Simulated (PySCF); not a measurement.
Predicted microwave data (PBE0/pcSseg-1 in PySCF (dipole) on a GFN2-xTB geometry, gas phase) for one isomer of C7H6:

```
Rotational constants : A = 8124, B = 1074, C = 954.5 MHz
Dipole components    : |μa| = 1.47 D, |μb| = 0.31 D, |μc| = 0.00 D
Inertial defect      : -3.12 u·Å²
κ                    : -0.97
```

Question: Which candidate fits, each taken in the one conformer that was computed?
A. `[CH:1]#[C:2]/[CH:3]=[CH:4]/[C:5]1=[CH:6][CH2:7]1` with C3–C4–C5–C6 180°
B. `C#CC=C=C=CC`

Answer: B. It is C#CC=C=C=CC, a near-prolate asymmetric top, point group Cs. The candidates at the same level (rigid rotor, commonest isotopes):

```csv
SMILES,A (MHz),B (MHz),C (MHz),μa (D),μb (D),μc (D),Δ (u·Å²),point group,rotor
C#C/C=C/C1=CC1,15505,1135,1065,0.19,0.42,0.00,-3.31,Cs,near-prolate asymmetric top
C#CC=C=C=CC,8124,1074,954.5,1.47,0.31,0.00,-3.12,Cs,near-prolate asymmetric top
```

`C#C/C=C/C1=CC1` has A 91 % too high. In the right answer the mirror of this Cs structure is the ab plane, so μc vanishes by symmetry. No structure here is proved a minimum.
